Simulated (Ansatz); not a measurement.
Ansatz (a quantum-chemistry and plane-wave program) input (CCSD(T)/aug-cc-pV(D+d)Z):
A basis named .json is the Basis Set Exchange file of that set.

Ansatz 0.2 input:
```yaml
crystal:
  periodic: [false, false, false]
  atoms:
    - {symbol: Cl, position_ang: [-2.82441507, -1.41266467, -1.05432628]}
    - {symbol: Si, position_ang: [-1.49547620, 0.01002220, -0.44145572]}
    - {symbol: Cl, position_ang: [-1.87199006, 0.56710870, 1.47969613]}
    - {symbol: Cl, position_ang: [-1.71598703, 1.65088734, -1.63183585]}
    - {symbol: N, position_ang: [0.06809999, -0.66700255, -0.54834014]}
    - {symbol: Si, position_ang: [1.51972058, -0.24748279, 0.24624032]}
    - {symbol: Cl, position_ang: [3.06552015, -0.94882928, -0.88704849]}
    - {symbol: Cl, position_ang: [1.63286668, 1.77497550, 0.44572196]}
    - {symbol: Cl, position_ang: [1.65730945, -1.07617213, 2.10430694]}
    - {symbol: H, position_ang: [0.14770869, -1.44672676, -1.18934831]}
basis:
  gaussian:
    orbitals: aug-cc-pV_D+d_Z.json
magnetization: {spin_polarized: true, initial_magnetization: 2}
correlation: {method: ccsd_t, electrons: outside_noble_gas}
```

End of the output:

```
mean field evaluation 320: about -92247.7532 eV, gradient 5.7e-4 eV
mean field evaluation 352: about -92246.4037 eV, gradient 1.1e-3 eV
mean field evaluation 384: about -92248.0528 eV, gradient 1.7e0 eV
mean field evaluation 416: about -92245.9966 eV, gradient 3.9e-1 eV
mean field evaluation 448: about -92245.0384 eV, gradient 9.3e0 eV
mean field evaluation 480: about -92246.0937 eV, gradient 1.1e0 eV
mean field evaluation 512: about -92246.1154 eV, gradient 2.5e-1 eV
mean field evaluation 544: about -92245.4634 eV, gradient 2.3e0 eV
mean field evaluation 576: about -92244.6674 eV, gradient 8.7e0 eV
mean field evaluation 608: about -92241.0818 eV, gradient 3.0e1 eV
mean field evaluation 640: about -92245.3739 eV, gradient 4.0e0 eV
mean field evaluation 672: about -92246.2047 eV, gradient 1.4e-1 eV
mean field -92249.51131596 eV, -3390.1070118969 hartree, gradient 3.6e-6 eV, S^2 2.009310; 16 other end points of the search recorded, 0 dependent functions left out
determinant -92249.51131596 eV, -3390.1070118969 hartree, with singles and doubles -92285.45596383 eV, -3391.4279533422 hartree
determinant -92248.46630786 eV, -3390.0686085575 hartree, with singles and doubles -92284.75147119 eV, -3391.4020637151 hartree
determinant -92248.43054915 eV, -3390.0672944491 hartree, with singles and doubles -92284.72692863 eV, -3391.4011617925 hartree
determinant -92248.00107530 eV, -3390.0515115765 hartree, with singles and doubles -92283.92396291 eV, -3391.3716533467 hartree
determinant -92247.75319359 eV, -3390.0424020915 hartree, with singles and doubles -92283.96982070 eV, -3391.3733385894 hartree
determinant -92246.54921499 eV, -3389.9981566941 hartree, with singles and doubles -92284.00280298 eV, -3391.3745506658 hartree
determinant -92246.40366143 eV, -3389.9928076993 hartree, with singles and doubles -92283.57107892 eV, -3391.3586850991 hartree
determinant -92246.30991954 eV, -3389.9893627484 hartree, with singles and doubles -92283.91074984 eV, -3391.3711677752 hartree
determinant -92246.25811068 eV, -3389.9874588081 hartree, with singles and doubles -92283.74176220 eV, -3391.3649575940 hartree
determinant -92246.22745698 eV, -3389.9863323054 hartree, with singles and doubles -92283.77586471 eV, -3391.3662108382 hartree
41 core orbitals not correlated
reference -92249.51131596 eV, -3390.1070118969 hartree; 29, 27 occupied and 218, 220 virtual orbitals, 2809 factors
second order -33.54224127 eV of doubles, -0.00000000 eV of singles
coupled cluster: 30.26 GiB planned
cycle   1  -35.92946133 eV  change   -7.0e-1 eV  update   4.4e-2
cycle   2  -35.99649841 eV  change   -6.7e-2 eV  update   1.7e-2
cycle   3  -36.00748761 eV  change   -1.1e-2 eV  update   1.2e-2
cycle   4  -36.01644485 eV  change   -9.0e-3 eV  update   8.1e-3
cycle   5  -36.02113304 eV  change   -4.7e-3 eV  update   5.5e-3
cycle   6  -36.02725649 eV  change   -6.1e-3 eV  update   3.9e-3
cycle   7  -36.03009276 eV  change   -2.8e-3 eV  update   2.7e-3
cycle   8  -36.03077281 eV  change   -6.8e-4 eV  update   1.9e-3
cycle   9  -36.03053569 eV  change    2.4e-4 eV  update   1.3e-3
cycle  10  -36.03004711 eV  change    4.9e-4 eV  update   7.8e-4
cycle  11  -36.03001343 eV  change    3.4e-5 eV  update   4.5e-4
cycle  12  -36.02994657 eV  change    6.7e-5 eV  update   2.3e-4
cycle  13  -36.03003143 eV  change   -8.5e-5 eV  update   1.3e-4
cycle  14  -36.03000011 eV  change    3.1e-5 eV  update   7.4e-5
cycle  15  -36.03001660 eV  change   -1.6e-5 eV  update   3.9e-5
coupled cluster: 30.26 GiB planned
perturbative correction -1.34192047 eV, -0.0493146678 hartree
Total energy: -92286.88325304 eV, -3391.4804052529 hartree
```

This state (charge 0, triplet) is run at the relaxed geometry of the species with charge 0 and multiplicity 1, and is a spin state other than that species' own.
